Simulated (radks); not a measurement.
The numbers below are computed, except where a source is named.
Spherical quantum dot in the effective-mass picture: electrons in a well V = -V0 / (1 + exp((r - R)/a)) with V0 = 58.3, R = 1.57, a = 0.056, with a point charge +1 (a donor) at the centre, all in effective atomic units (hartree* = m*/eps^2 hartree, bohr* = eps/m* bohr), one dielectric constant everywhere. Level of theory: non-relativistic Kohn-Sham, r2SCAN, spin-polarised, spherical densities, generalised Kohn-Sham scheme (a radial shooting solver with Libxc functionals). Levels are named by radial order and angular momentum (1s, 1p, 1d, 2s, ...), and open shells are averaged over m.

N = 4, configuration 1s2 1p(up 2, down 0). This is the lowest configuration that the search found. Occupied and some empty levels:

level    occupation  eigenvalue (hartree*)  <r> (bohr*)
1s up             1                -54.660       0.7761
1s down           1                -54.407       0.7623
1p up             2                -52.460       0.9498
1p down           0                -52.158       0.9469
1d up             0                -49.836        1.042
1d down           0                -49.544        1.041
2s up             0                -49.088       0.7906
2s down           0                -48.983       0.7952
1f up             0                -46.698        1.106
1f down           0                -46.426        1.105

Energy (hartree*): total -221.305, kinetic 10.825, external -237.65, Hartree 8.3050, exchange-correlation -2.7886.

Electron density:

r (bohr*)  n(r) (e/bohr*^3)
0.0819                1.386
0.219                 1.120
0.356                0.9565
0.493                0.8440
0.629                0.7439
0.766                0.6309
0.903                0.4956
1.04                 0.3460
1.18                 0.2027
1.31                0.08963
1.45                0.02378
1.59               0.002678
1.73              0.0001533
